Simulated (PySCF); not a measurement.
# Unknown compound

An unknown has the formula C2HF3O2. Its calculated NMR data are:

¹H NMR (300 MHz, computed): δ 6.74 (br s, 1H).

¹³C{¹H} NMR (computed): δ 161.9 (q, J = 45.1 Hz), 124.7 (q, J = 363.8 Hz).

[PySCF: J couplings at B3LYP/pcJ-1; GIAO PBE0/pcSseg-1 shieldings; geometry: GFN2-xTB; single conformer; fast rotation and ring inversion assumed for equivalent nuclei; no relativistic terms; gas phase]

δ = σ(ref) − σ, references computed at the same level: TMS for ¹H, ¹³C.

Task: Propose a structure and justify it.

Result: 
1. Rings plus π bonds: 1 (no ring in the answer).
2. 2 carbon signals for 2 carbons: no two carbons are equivalent.
3. Carbon types of the structure: 2 × C, leaving 1 H on heteroatoms.
4. δC 161.9: carboxylic acid carbon; it is a carbonyl in resonance with an O or N lone pair, the region of acids, esters and amides.
5. δC 124.7: CF3 carbon; 3 electronegative neighbours deshield it.
6. δH 6.74: hydrogen on an acid hydroxyl oxygen; exchangeable, gas-phase position.

These data were computed for `InChI=1S/C2HF3O2/c3-2(4,5)1(6)7/h(H,6,7)`.

The data come from this structure; uniqueness wasn't tested.

Exchangeable OH/NH protons stand at their gas-phase positions; hydrogen bonding in a real sample shifts them, mostly to higher δ. Common functionals overestimate the size of one-bond C–F couplings by tens of Hz; these are unscaled. Shifts are as computed. Against solution values, carbons near 30 ppm lie about +3 ppm off and those near 130 ppm about +5 ppm. Of 1211 compounds with measured shifts, 218 miss one by over three times the rms of a fit or turn the order of signals round; such compounds aren't used in these exercises. Hydrogen bonding in solution deshields acid and N–H amide carbonyl carbons by as much as 10 ppm beyond these values.
